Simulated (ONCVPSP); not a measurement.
Building the ONCV potential for Co (Z = 27) (LDA (Perdew-Zunger), scalar-relativistic).

* Element: Co
* Generator: ONCVPSP 4.0.1
* Type: optimised norm-conserving Vanderbilt (ONCV)
* Functional: LDA (Perdew-Zunger)
* Relativity: scalar-relativistic
* Frozen core: [Ar]
* Valence charge: 9
* Reference configuration: 3d7 4s1.75 (charge +0.25)
* Partial waves: 4s: rc 2.10 bohr, ncon 5, nbas 8, qcut 3.4 1/bohr, 2 projectors, debl 3.5 Ha; p scattering state at 0.22 Ha: rc 1.75 bohr, ncon 4, nbas 8, qcut 4.2 1/bohr, 2 projectors, debl 0.3 Ha; 3d: rc 1.35 bohr, ncon 4, nbas 8, qcut 14 1/bohr, local
* Local potential: the d channel
* Core correction: Teter function, fcfact 1.75, rcfact 1.05

All-electron outer shells of the reference configuration (LDA (Perdew-Zunger), scalar-relativistic, ld1.x):

| shell | level (eV) | outermost node (bohr) | outermost maximum (bohr) |
| --- | --- | --- | --- |
| 3p | -67.59 | 0.28 | 0.68 |
| 3d | -10.52 | – | 0.66 |
| 4s | -7.43 | 0.96 | 2.26 |

(1) Estimate the cutoffs (Ha) at which the residual kinetic energy of the hardest occupied pseudo-wave falls to 1 and 0.1 mHa per electron.

(2) What does a ghost test show?

(3) Which valence shell sets the plane-wave cutoff?

(4) Tests: 3d7 4s2; 3d7 4s1; 3d7 4s0; 3d7.5 4s1.5. Which has the largest error in its energy relative to the reference configuration, and how large is it?

## Answers

(1) 65 Ha and 74 Ha.

(2) Ghosts flagged at negative energy: s at -182.3 eV, p at -338.3 eV, p at -53.3 eV; GHOST(+) flagged for s at 163.7 eV. A true bound ghost makes a file unfit for plane-wave use.

(3) 3d: 65 Ha for 1 mHa per electron, against 5 Ha for 4s.

(4) 3d7.5 4s1.5, with -29 meV (all-electron minus pseudo) on -2.62 eV.
